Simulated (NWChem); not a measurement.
System: C₂H₇BO; SMILES CCBO

Here is an NWChem input.

```
start job
memory heap 200 mb stack 900 mb global 1100 mb
geometry units angstroms noautosym nocenter noautoz
  B     -0.644995     0.891477     0.000000
  H     -1.648435     1.572980     0.000000
  C     -0.719168    -0.683090     0.000000
  C      0.607175    -1.434662     0.000000
  H     -1.338165    -0.975316    -0.869399
  H     -1.338165    -0.975316     0.869399
  H      1.214645    -1.194846     0.889589
  H      1.214645    -1.194846    -0.889589
  H      0.471237    -2.527075     0.000000
  O      0.519360     1.577632     0.000000
  H      1.290969     0.998421     0.000000
end
basis spherical
  * library pcsseg-1
end
dft
  xc pbe0
  iterations 150
end
property
  shielding 9 1 2 3 4 5 7 9 10 11
end
task dft property
```

Parts of the log:

```
             Northwest Computational Chemistry Package (NWChem) 7.3.0
             --------------------------------------------------------

                             Geometry "geometry" -> ""
                             -------------------------

 Output coordinates in angstroms (scale by  1.889725989 to convert to a.u.)

  No.       Tag          Charge          X              Y              Z
 ---- ---------------- ---------- -------------- -------------- --------------
    1 B                    5.0000    -0.64499500     0.89147700     0.00000000
    2 H                    1.0000    -1.64843500     1.57298000     0.00000000
    3 C                    6.0000    -0.71916800    -0.68309000     0.00000000
    4 C                    6.0000     0.60717500    -1.43466200     0.00000000
    5 H                    1.0000    -1.33816500    -0.97531600    -0.86939900
    6 H                    1.0000    -1.33816500    -0.97531600     0.86939900
    7 H                    1.0000     1.21464500    -1.19484600     0.88958900
    8 H                    1.0000     1.21464500    -1.19484600    -0.88958900
    9 H                    1.0000     0.47123700    -2.52707500     0.00000000
   10 O                    8.0000     0.51936000     1.57763200     0.00000000
   11 H                    1.0000     1.29096900     0.99842100     0.00000000

 Effective nuclear repulsion energy (a.u.)     114.2969207846

                              NWChem Property Module
                              ----------------------

  itol2e modified to match energy
  convergence criterion.

                                 NWChem DFT Module
                                 -----------------

 Summary of "ao basis" -> "ao basis" (spherical)
 ------------------------------------------------------------------------------
       Tag                 Description            Shells   Functions and Types
 ---------------- ------------------------------  ------  ---------------------
 B                          pcsseg-1                 7       17   3s3p1d
 H                          pcsseg-1                 3        5   2s1p
 C                          pcsseg-1                 7       17   3s3p1d
 O                          pcsseg-1                 7       17   3s3p1d

  itol2e modified to match energy
  convergence criterion.

            General Information
            -------------------
          SCF calculation type: DFT
          Wavefunction type:  closed shell.
          No. of atoms     :    11
          No. of electrons :    32
           Alpha electrons :    16
            Beta electrons :    16
          Charge           :     0
          Spin multiplicity:     1
          Use of symmetry is: off; symmetry adaption is: off
          Maximum number of iterations: 150
          AO basis - number of functions:   103
                     number of shells:    49
          Convergence on energy requested:  1.00D-07
          Convergence on density requested:  1.00D-05
          Convergence on gradient requested:  5.00D-04

              XC Information
              --------------
                         PBE0 Method XC Functional
                     Hartree-Fock (Exact) Exchange  0.250
          PerdewBurkeErnzerhof Exchange Functional  0.750
            Perdew 1991 LDA Correlation Functional  1.000 local
           PerdewBurkeErnz. Correlation Functional  1.000 non-local

             Grid Information
             ----------------
          Grid used for XC integration:  fine
          Radial quadrature: Mura-Knowles
          Angular quadrature: Lebedev.
          Tag              B.-S. Rad. Rad. Pts. Rad. Cut. Ang. Pts.
          ---              ---------- --------- --------- ---------
          B                   0.85       70          11.0       590
          H                   0.35       60          12.0       590
          C                   0.70       70          11.0       590
          O                   0.60       70          11.0       590
          Grid pruning is: on
          Number of quadrature shells:   700
          Spatial weights used:  Erf1

      Superposition of Atomic Density Guess
      -------------------------------------

 Sum of atomic energies:        -178.06708707

      Non-variational initial energy
      ------------------------------

 Total energy =    -180.348585
 1-e energy   =    -465.342340
 2-e energy   =     170.696834
 HOMO         =      -0.349918
 LUMO         =       0.028846

   convergence    iter        energy       DeltaE   RMS-Dens  Diis-err
 ---------------- ----- ----------------- --------- --------- ---------
 d= 0,ls=0.0,diis     1   -180.2482305219 -2.95D+02  7.15D-03  5.50D-01
 d= 0,ls=0.0,diis     2   -180.2477713108  4.59D-04  4.19D-03  6.99D-01
 d= 0,ls=0.0,diis     3   -180.3076314435 -5.99D-02  8.27D-04  4.44D-02
 d= 0,ls=0.0,diis     4   -180.3112621565 -3.63D-03  2.59D-04  1.70D-03
 d= 0,ls=0.0,diis     5   -180.3114419897 -1.80D-04  7.61D-05  1.74D-04
  Resetting Diis
 d= 0,ls=0.0,diis     6   -180.3114633595 -2.14D-05  1.02D-05  1.84D-06
 d= 0,ls=0.0,diis     7   -180.3114635603 -2.01D-07  5.11D-06  1.90D-07
 d= 0,ls=0.0,diis     8   -180.3114635614 -1.19D-09  2.37D-06  1.90D-07

         Total DFT energy =     -180.311463561445
      One electron energy =     -469.772656446173
           Coulomb energy =      201.080047181700
    Exchange-Corr. energy =      -25.915775081536
 Nuclear repulsion energy =      114.296920784564

 Numeric. integr. density =       31.999984119563

                       DFT Final Molecular Orbital Analysis
                       ------------------------------------

 Vector   14  Occ=2.000000D+00  E=-3.648385D-01
              MO Center= -4.6D-01, -2.6D-01,  5.4D-10, r^2= 3.4D+00
   Bfn.  Coefficient  Atom+Function         Bfn.  Coefficient  Atom+Function
  ----- ------------  ---------------      ----- ------------  ---------------
    18      0.246594   2 H  s                29      0.226289   3 C  px
    46     -0.227246   4 C  px               32      0.173385   3 C  px
    57     -0.172060   5 H  s                62     -0.172060   6 H  s
    49     -0.155841   4 C  px               67     -0.143590   7 H  s
    72     -0.143590   8 H  s                 7     -0.136688   1 B  px

 Vector   15  Occ=2.000000D+00  E=-3.598502D-01
              MO Center= -1.1D-01, -5.4D-01, -1.8D-09, r^2= 3.2D+00
   Bfn.  Coefficient  Atom+Function         Bfn.  Coefficient  Atom+Function
  ----- ------------  ---------------      ----- ------------  ---------------
    57     -0.251584   5 H  s                62      0.251584   6 H  s
    31      0.229928   3 C  pz               67     -0.211977   7 H  s
    72      0.211977   8 H  s                90     -0.205353  10 O  pz
    93     -0.204928  10 O  pz               48     -0.180432   4 C  pz
    34      0.174624   3 C  pz               51     -0.127134   4 C  pz

 Vector   16  Occ=2.000000D+00  E=-3.069591D-01
              MO Center= -5.3D-01,  3.1D-01,  2.4D-10, r^2= 3.0D+00
   Bfn.  Coefficient  Atom+Function         Bfn.  Coefficient  Atom+Function
  ----- ------------  ---------------      ----- ------------  ---------------
    30     -0.270909   3 C  py               33     -0.265282   3 C  py
    18      0.263944   2 H  s                 8      0.239711   1 B  py
    89     -0.185898  10 O  py               92     -0.180041  10 O  py
    25     -0.169051   3 C  s                19      0.156665   2 H  s
    77     -0.156942   9 H  s                50      0.134372   4 C  py

[...]

          -----------------------------------------
          Chemical Shielding Tensors (GIAO, in ppm)
          -----------------------------------------

                                NWChem CPHF Module
                                ------------------

  scftype          =     RHF
  nclosed          =       16
  nopen            =        0
  variables        =     1392
  # of vectors     =        3
  tolerance        = 0.10D-03
  level shift      = 0.00D+00
  max iterations   =       50
  max subspace     =       30

 SCF residual:    8.7355794829142017E-005

Iterative solution of linear equations
  No. of variables     1392
  No. of equations        3
  Maximum subspace       30
        Iterations       50
       Convergence  1.0D-04

   iter   nsub   residual    time
   ----  ------  --------  ---------
     1      3    5.90D-01      63.7
     2      6    4.62D-02      69.7
     3      9    1.31D-03      75.3
     4     12    5.24D-05      80.5

      Atom:    1  B
        Diamagnetic
    193.0443      4.5019     -0.0000
      4.5019    206.3187      0.0000
     -0.0000      0.0000    180.2104

        Paramagnetic
   -192.3201     -3.5693      0.0000
     -3.5693   -156.5476     -0.0000
      0.0000     -0.0000    -78.7272

        Total Shielding Tensor
      0.7242      0.9327      0.0000
      0.9327     49.7711      0.0000
      0.0000      0.0000    101.4831

           isotropic =      50.6595
          anisotropy =      76.2355

          Principal Components and Axis System
                 1           2           3
              101.4831     49.7889      0.7065

      1         0.0000      0.0190      0.9998
      2         0.0000      0.9998     -0.0190
      3         1.0000     -0.0000     -0.0000

      Atom:    2  H
        Diamagnetic
     32.9460     -5.9274     -0.0000
     -5.9274     30.3450      0.0000
     -0.0000      0.0000     23.4065

        Paramagnetic
     -8.0101      4.8444      0.0000
      4.8444     -2.1864     -0.0000
      0.0000     -0.0000      1.3876

        Total Shielding Tensor
     24.9359     -1.0830      0.0000
     -1.0830     28.1586     -0.0000
      0.0000     -0.0000     24.7941

           isotropic =      25.9629
          anisotropy =       3.7888

          Principal Components and Axis System
                 1           2           3
               28.4887     24.7941     24.6057

      1        -0.2916      0.0000      0.9565
      2         0.9565      0.0000      0.2916
      3        -0.0000      1.0000     -0.0000

      Atom:    3  C
        Diamagnetic
    256.7488     -6.1884      0.0000
     -6.1884    255.3126     -0.0000
      0.0000     -0.0000    245.5671

        Paramagnetic
   -104.3117     -9.5342     -0.0000
     -9.5342    -79.7551      0.0000
     -0.0000      0.0000    -71.6480

        Total Shielding Tensor
    152.4370    -15.7226     -0.0000
    -15.7226    175.5575      0.0000
     -0.0000      0.0000    173.9192

           isotropic =     167.3046
          anisotropy =      24.3117

          Principal Components and Axis System
                 1           2           3
              183.5124    173.9192    144.4822

      1        -0.4515      0.0000      0.8923
      2         0.8923     -0.0000      0.4515
      3         0.0000      1.0000      0.0000

      Atom:    4  C
        Diamagnetic
    256.0023     -6.0871      0.0000
     -6.0871    249.1977      0.0000
      0.0000      0.0000    244.8408

        Paramagnetic
    -72.8623     -0.4521      0.0000
     -0.4521    -73.8271      0.0000
      0.0000      0.0000    -66.3948

        Total Shielding Tensor
    183.1399     -6.5391      0.0000
     -6.5391    175.3706      0.0000
      0.0000      0.0000    178.4459

           isotropic =     178.9855
          anisotropy =      11.8136

          Principal Components and Axis System
                 1           2           3
              186.8612    178.4459    171.6493

      1         0.8691      0.0000      0.4946
      2        -0.4946      0.0000      0.8691
      3        -0.0000      1.0000     -0.0000

      Atom:    5  H
        Diamagnetic
     31.7267      1.7806      7.4561
      1.7806     27.0561      3.4083
      7.4561      3.4083     32.1007

        Paramagnetic
      0.9711     -1.9840     -3.2528
     -1.9840      0.1140     -1.8331
     -3.2528     -1.8331     -1.1311

        Total Shielding Tensor
     32.6978     -0.2034      4.2033
     -0.2034     27.1702      1.5751
      4.2033      1.5751     30.9696

           isotropic =      30.2792
          anisotropy =       8.8878

          Principal Components and Axis System
                 1           2           3
               36.2044     28.6786     25.9546

      1         0.7622     -0.5381      0.3598
      2         0.0945      0.6424      0.7605
      3         0.6404      0.5457     -0.5405

      Atom:    6  H
        Diamagnetic
     31.8571     -0.4330      7.3735
     -0.4330     26.3191      0.8913
      7.3735      0.8913     32.2843

        Paramagnetic
     -0.0934     -0.2313     -2.4824
     -0.2313      2.0159     -0.9118
     -2.4824     -0.9118     -0.5032

        Total Shielding Tensor
     31.7637     -0.6643      4.8911
     -0.6643     28.3350     -0.0205
      4.8911     -0.0205     31.7811

           isotropic =      30.6266
          anisotropy =       9.0975

          Principal Components and Axis System
                 1           2           3
               36.6916     28.4397     26.7485

      1         0.7072     -0.1585      0.6890
      2        -0.0579      0.9583      0.2799
      3         0.7046      0.2378     -0.6685

      Atom:    7  H
        Diamagnetic
     25.7525     -1.1129      0.0000
     -1.1129     40.1099      0.0000
      0.0000      0.0000     23.2302

        Paramagnetic
      2.3237      0.0221     -0.0000
      0.0221     -3.2219     -0.0000
     -0.0000     -0.0000      2.0767

        Total Shielding Tensor
     28.0762     -1.0908      0.0000
     -1.0908     36.8880     -0.0000
      0.0000     -0.0000     25.3069

           isotropic =      30.0903
          anisotropy =      10.3960

          Principal Components and Axis System
                 1           2           3
               37.0210     27.9431     25.3069

      1        -0.1210      0.9926     -0.0000
      2         0.9926      0.1210     -0.0000
      3        -0.0000      0.0000      1.0000

      Atom:    8  O
        Diamagnetic
    404.8428      1.8686     -0.0000
      1.8686    387.2806      0.0000
     -0.0000      0.0000    375.0232

        Paramagnetic
   -366.8405     86.5850     -0.0000
     86.5850   -324.0769     -0.0000
     -0.0000     -0.0000    -45.4540

        Total Shielding Tensor
     38.0023     88.4536     -0.0000
     88.4536     63.2037     -0.0000
     -0.0000     -0.0000    329.5692

           isotropic =     143.5917
          anisotropy =     278.9662

          Principal Components and Axis System
                 1           2           3
              329.5692    139.9496    -38.7436

      1        -0.0000      0.6554      0.7553
      2        -0.0000      0.7553     -0.6554
      3         1.0000      0.0000     -0.0000

      Atom:    9  H
        Diamagnetic
     38.9851     -6.3436     -0.0000
     -6.3436     31.1586      0.0000
     -0.0000      0.0000     19.5781

        Paramagnetic
     -9.9544      5.1121      0.0000
      5.1121     -4.5196     -0.0000
      0.0000     -0.0000      1.0097

        Total Shielding Tensor
     29.0307     -1.2315      0.0000
     -1.2315     26.6390      0.0000
      0.0000      0.0000     20.5878

           isotropic =      25.4192
          anisotropy =       6.1984

          Principal Components and Axis System
                 1           2           3
               29.5514     26.1183     20.5878

      1         0.9210      0.3895     -0.0000
      2        -0.3895      0.9210     -0.0000
      3         0.0000      0.0000      1.0000
```

Level: PBE0/pcSseg-1, GIAO. The geometry was optimised at PBE0/def2-SVP. The output numbers the shielded atoms by their place in the input's list. The printed shielding anisotropy is the first printed principal value minus the mean of the other two.
